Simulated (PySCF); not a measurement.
**Si²⁺ (silicon, charge +2) across methods**

[Ne] 3s1 3d1, high-spin 3D determinant (an excited configuration). All numbers are calculated (PySCF 2.14, no relativity, point nucleus, in dyall-av3z (19s12p3d2f, 84 functions)).

| method | E (hartree) | mean ε 2p β (eV) | mean ε 3s α (eV) | mean ε 3d α (eV) | Σ⟨r²⟩ (bohr²) | ⟨S²⟩ |
| --- | --- | --- | --- | --- | --- | --- |
| PW91 | -287.8392 | -121.58 | -31.544 | -13.254 | 16.86 | 2.000 |
| r2SCAN | -287.8268 | -123.45 | -31.585 | -13.196 | 16.85 | 2.000 |
| PBE0 | -287.7286 | -126.82 | -32.677 | -13.782 | 17.08 | 2.000 |
| LDA | -286.6890 | -121.54 | -31.665 | -12.961 | 17.02 | 2.000 |
| UHF | -287.37311 | -141.88 | -35.858 | -15.062 | 18.06 | 2.000 |
| MN15 | -287.8340 | -127.38 | -33.007 | -13.624 | 17.56 | 2.000 |
| PBE | -287.7124 | -121.38 | -31.457 | -13.217 | 16.88 | 2.000 |
| M06-2X | -287.8210 | -132.17 | -33.970 | -14.194 | 17.38 | 2.000 |

(1) Estimate the same row for M06.

The outer electron is Rydberg-like, and this basis confines it to a smaller radius and binds it less than a complete one would.

Results:

(1) E (hartree) = -287.8464; mean ε 2p β (eV) = -127.47; mean ε 3s α (eV) = -32.780; mean ε 3d α (eV) = -13.546; Σ⟨r²⟩ (bohr²) = 17.24; ⟨S²⟩ = 2.000.
